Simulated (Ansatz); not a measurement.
CH6SSeSi, SMILES `C[Se][SiH2]S`, relaxed with RKS PBE-D4/def2-SVP in Ansatz 0.2.0 from a rough embedded geometry. The force threshold is 0.03 eV/Å; the program also tests the step.

Total charge 0; spin multiplicity 1.

Start:

```xyz
10

C    -1.472   -0.530   -0.642
Se   -0.380    0.918   -1.245
Si    0.788    0.847    0.704
S     1.990   -1.008    0.785
H    -0.927   -1.475   -0.499
H    -2.290   -0.745   -1.474
H    -2.025   -0.267    0.259
H    -0.060    0.933    1.821
H     1.769    2.018    0.694
H     2.607   -0.690   -0.402
```

```tsv
step	energy (eV)	largest force (eV/Å)	largest move (Å)
1	-85163.8617	2.571	0.000
2	-85164.1100	0.589	0.166
3	-85164.1774	0.265	0.148
4	-85164.1880	0.144	0.049
5	-85164.1919	0.131	0.097
6	-85164.1959	0.053	0.085
7 (rejected)	-85164.1952	0.099	0.050
8	-85164.1968	0.030	0.025
9	-85164.1975	0.104	0.087
10	-85164.1976	0.049	0.012
11	-85164.1980	0.049	0.018
12	-85164.1981	0.004	0.008
```

End:

```xyz
10

C    -1.545   -0.583   -0.697
Se   -0.522    1.064   -1.086
Si    0.885    0.923    0.712
S     1.925   -0.976    0.822
H    -0.843   -1.405   -0.459
H    -2.112   -0.826   -1.614
H    -2.244   -0.415    0.143
H     0.171    0.980    2.034
H     1.812    2.098    0.567
H     2.473   -0.859   -0.421
```

Run time 19 s (4 threads of an Arm Neoverse V1 on a shared host); peak host memory 0.17 GiB.
